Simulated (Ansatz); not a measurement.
C7H18O3Si (`CCO[Si](C)(OCC)OCC`), relaxed with RKS PBE0-D4/def2-TZVP in Ansatz 0.2.0 from a GFN2-xTB geometry. The force threshold is 0.005 eV/Å; the program also tests the step.

The species carries charge 0 and has multiplicity 1.

Start:

```xyz
29

C     1.677    2.160    2.660
C     1.521    0.767    2.068
O     0.970    0.867    0.779
Si    0.377   -0.323   -0.152
C     1.751   -1.518   -0.730
O    -0.374    0.381   -1.406
C     0.150    1.303   -2.329
C    -0.979    1.856   -3.185
O    -0.759   -1.086    0.718
C    -1.687   -2.049    0.284
C    -2.742   -2.254    1.360
H     2.109    2.096    3.655
H     2.325    2.762    2.028
H     0.707    2.645    2.721
H     0.867    0.155    2.696
H     2.498    0.271    2.002
H     2.578   -0.983   -1.189
H     1.380   -2.229   -1.464
H     2.158   -2.091    0.098
H     0.652    2.111   -1.788
H     0.893    0.798   -2.959
H    -1.713    2.347   -2.554
H    -0.585    2.572   -3.902
H    -1.469    1.047   -3.722
H    -1.158   -2.990    0.085
H    -2.151   -1.712   -0.648
H    -2.273   -2.584    2.283
H    -3.462   -3.002    1.038
H    -3.260   -1.318    1.551
```

Problem. How much energy does the relaxation release, and in how many steps? (Estimate.)

Solution. Ansatz gave: 6.22 kJ/mol, in 16 steps.

Problem. Which bonds change most? (An estimate is asked.)

Solution. The calculation gave: Si4–C5 from 1.911 to 1.857 Å; C7–C8 from 1.521 to 1.508 Å; C10–C11 from 1.521 to 1.508 Å; C1–C2 from 1.521 to 1.508 Å.

Problem. Give the relaxed structure. (An estimate is asked.)

Solution. Ansatz gave: 
```xyz
29

C     1.845    2.135    2.653
C     1.461    0.787    2.095
O     0.877    0.958    0.820
Si    0.270   -0.236   -0.111
C     1.606   -1.403   -0.661
O    -0.469    0.458   -1.389
C     0.139    1.346   -2.305
C    -0.888    1.810   -3.307
O    -0.870   -1.013    0.760
C    -1.738   -2.013    0.267
C    -2.684   -2.436    1.363
H     2.299    2.024    3.640
H     2.562    2.632    1.996
H     0.965    2.774    2.745
H     0.749    0.287    2.763
H     2.348    0.145    2.019
H     2.361   -0.884   -1.257
H     1.196   -2.211   -1.272
H     2.111   -1.856    0.197
H     0.560    2.202   -1.764
H     0.969    0.844   -2.821
H    -1.708    2.323   -2.802
H    -0.436    2.499   -4.025
H    -1.301    0.960   -3.855
H    -1.157   -2.877   -0.082
H    -2.298   -1.625   -0.592
H    -2.130   -2.833    2.216
H    -3.365   -3.211    1.001
H    -3.276   -1.585    1.705
```
